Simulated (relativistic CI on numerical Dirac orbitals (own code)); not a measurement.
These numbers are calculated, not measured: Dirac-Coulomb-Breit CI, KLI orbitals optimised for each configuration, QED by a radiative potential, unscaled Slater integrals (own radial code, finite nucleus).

The strongest absorption lines from the ground level of an ion, among the configurations computed and to levels below about 1320 eV (vacuum wavelength in nm, gf): 1.6996 (0.13), 1.9725 (0.49), 2.3849 (0.068), 2.4805 (0.6), 2.5588 (0.38), 4.4431 (5.9), 5.5138 (0.11), 5.9790 (0.00091).

Question: Which ion is it?
A. Ir XXXIV
B. Ir XXXII
C. Bi XXXVIII
D. W XXIX

Answer: B. Ir XXXII has 46 electrons and the ground level 4s2.4p6.4d10 1S_0; the strongest line goes to 4s2.4p6.4d9.4f 1P°_1. The pattern of lines fixes the number of electrons, and along that sequence the line energies rise steadily with the charge (about as its square where n changes within one kind of shell, about linearly where n is kept but much faster in heavy ions where fine structure, which grows about as Z⁴, sets the gap, and irregularly where shells cross), which fixes Z. Configurations outside the model, such as inner-shell arrays, can give stronger lines. At this charge energies of transitions that change n are usually good to better than 1 %, and those within a shell (Δn = 0) to a few per cent.

LS names give the leading component of a level, which can be under half, so a name can repeat, a term be missing and a line seem to break the LS rules.
